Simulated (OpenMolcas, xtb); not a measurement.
How methods differ on GaH2OF (SMILES [OH][GaH][F])

The species is GaH2OF (5 atoms), meant as a singlet with charge 0. SMILES: `[OH][GaH][F]`. The shape is that of a PBE0-D4/def2-TZVP optimisation. This is one conformer, not always the lowest.

Each level gives the HOMO–LUMO gap (eV). The values are calculated.

```csv
level,kind,program,value (eV)
GFN1-xTB,semi-empirical,xtb,6.78
HF/cc-pVDZ,Hartree–Fock,OpenMolcas,14.94
SVWN5/cc-pVDZ,LDA,OpenMolcas,5.79
revPBE/cc-pVDZ,GGA,OpenMolcas,5.87
TPSS/cc-pVDZ,meta-GGA,OpenMolcas,6.11
M06-2X/cc-pVDZ,hybrid meta-GGA,OpenMolcas,10.43
B2PLYP/cc-pVDZ,double hybrid,OpenMolcas,10.81
```

All-electron rows without a relativistic Hamiltonian named are non-relativistic. The values span 5.79 to 14.94 eV. Orbital gaps aren't excitation energies, and those of double hybrids come from the SCF part alone; they tend to grow with the share of exact exchange.
